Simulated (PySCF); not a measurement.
A structure optimised at B3LYP-D3(BJ)/def2-TZVP, used in a PySCF frequency run:

```
Ge
O 1 1.6937
F 1 1.7557 2 115.03
```
Charge 0, spin multiplicity 2.

**Question.** Write its SMILES, formula and point group.

**Answer.** [O]=[Ge][F], FGeO, Cs

**Question.** What are its rotational constants (standard atomic weights)?

**Answer.** 25.245, 6.7941, 5.3534 GHz
